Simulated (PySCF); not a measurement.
## Antimony: a sound run and one with changed settings

Sound run: Sb²⁺ [Kr] 4d10 5s2 5p1, Sb³⁺ [Kr] 4d10 5s2. Computed with PySCF 2.14 in x2c-SVPall (6s5p3d, 36 functions), with the spin-free X2C one-electron Hamiltonian (Gaussian nucleus). In the sound run the correlated levels freeze [Kr] 4d10. The sound run starts from symmetry-adapted Hartree-Fock orbitals and uses a fine grid where one is needed.

Changed run: basis STO-3G, all-electron and non-relativistic. This setting is unsound on purpose.

```
species   method  sound run (hartree)  changed run (hartree)  converged
   Sb²⁺      UHF          -6476.35157            -6250.58887        yes
   Sb²⁺     BP86          -6479.79754            -6252.96475        yes
   Sb²⁺   M06-2X          -6479.64085            -6252.75015        yes
   Sb²⁺      MP2          -6476.37804            -6250.60409        yes
   Sb²⁺  CCSD(T)          -6476.39116            -6250.61611        yes
   Sb³⁺      UHF          -6475.46578            -6249.73394        yes
   Sb³⁺     BP86          -6478.88194            -6252.07365        yes
   Sb³⁺   M06-2X          -6478.73556            -6251.86003        yes
   Sb³⁺      MP2          -6475.48835            -6249.75749        yes
   Sb³⁺  CCSD(T)          -6475.49920            -6249.77424        yes
```

Ionisation energy of Sb²⁺:

```tsv
method	sound run (eV)	changed run (eV)
UHF	24.103	23.264
BP86	24.915	24.248
M06-2X	24.634	24.221
MP2	24.210	23.037
SCS-MP2	24.190	22.992
CCSD	24.264	22.909
CCSD(T)	24.272	22.909
```

A minimal basis cannot let orbitals breathe on ionisation and holds almost no correlation. The Hamiltonian changed with the basis, so the totals do not compare.

For comparison, NIST gives 25.323 eV between the lowest levels.
